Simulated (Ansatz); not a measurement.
Job for Ansatz (a first-principles code): U-CCSD(T)/def2-SVP on CdFHO (SMILES [OH][Cd][F]), a point of a bond scan (R = 1.156 Å). Elements past Kr take the def2 small-core potentials; no spin–orbit coupling.

Ansatz 0.2 input:
```yaml
crystal:
  periodic: [false, false, false]
  atoms:
    - {symbol: Cd, position_ang: [0.00856396, 0.00630545, -0.00125543]}
    - {symbol: F, position_ang: [1.25509041, 0.92057288, -1.17515466]}
    - {symbol: O, position_ang: [-1.31759942, -0.96697864, 1.07688400]}
    - {symbol: H, position_ang: [-1.13578617, -0.82899046, 2.21051981]}
basis:
  gaussian:
    orbitals: def2-SVP
correlation: {method: ccsd_t, electrons: outside_noble_gas}
scf: {omitted_lower_state_checks: [cluster_reference]}
magnetization: {spin_polarized: true, initial_magnetization: 0}
```

The head of its log:

```
WARN ansatz: RAYON_NUM_THREADS=1 ignored (pool sized by the plan → 1); use --threads N
Functional definition: HF
these checks for a lower state are left out or cut short: cluster_reference
integrals: 0.06 GiB planned
637 factors; integrals over basis functions are off by at most 9.1e-4 eV
mean field: 0.20 GiB planned
mean field evaluation 1: about -9289.3909 eV, gradient 3.3e1 eV
mean field evaluation 2: about -9289.5959 eV, gradient 3.3e1 eV
mean field evaluation 4: about -9293.7180 eV, gradient 2.0e0 eV
mean field evaluation 8: about -9293.7603 eV, gradient 2.9e-1 eV
mean field evaluation 16: about -9286.7217 eV, gradient 2.5e1 eV
mean field evaluation 32: about -9286.7217 eV, gradient 2.5e1 eV
mean field -9293.76134551 eV, -341.5394299097 hartree, gradient 5.6e-6 eV, S^2 0.000000; 3 other end points of the search recorded, 0 dependent functions left out
6 core orbitals not correlated
reference -9293.76134551 eV, -341.5394299097 hartree; 13, 13 occupied and 45, 45 virtual orbitals, 637 factors
```

**Question.** What total energy does the run end on?

**Answer.** -342.2184 hartree (reference determinant -341.5394, T1 diagnostic 0.021).
